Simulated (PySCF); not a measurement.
## Computed vibrations of [TaF4]+

[TaF4]+ (singlet). PySCF 2.14.0, RKS BP86, Ta def2-SVP with ECP60, F def2-SVP; non-relativistic Hamiltonian with scalar-relativistic core potentials where named; density fitting; no spin-orbit coupling. Central differences of gradients.

```xyz
5

Ta    0.0000    0.0000    0.0000
F     1.0554    1.0554    1.0554
F    -1.0554   -1.0554    1.0554
F     1.0554   -1.0554   -1.0554
F    -1.0554    1.0554   -1.0554
```

Run from Python with OMP_NUM_THREADS=2. Where DIIS fails, smearing, a level shift and second-order steps follow.
It took 12 s on 2 threads of Arm Neoverse V1 (shared host).

Question: What are the harmonic wavenumbers and infrared intensities?

Answer: Modes are labelled in Td; negative numbers are unstable modes, those under 60 cm⁻¹ near the noise; a finer grid moves soft modes by up to 10 cm⁻¹.
```csv
cm⁻¹,km/mol,symmetry
168,12.2,t2
168,12.2,t2
168,12.2,t2
191,0.0,e
191,0.0,e
768,0.0,a1
778,93.5,t2
778,93.5,t2
778,93.5,t2
```

Question: Is this a minimum?

Answer: Yes. Ideal gas at 298.15 K and 1 bar: S = 323.1 J/(mol K), Cp = 83.9 J/(mol K), H − H(0 K) = 18.7 kJ/mol (rigid rotor, harmonic modes, spin degeneracy alone).
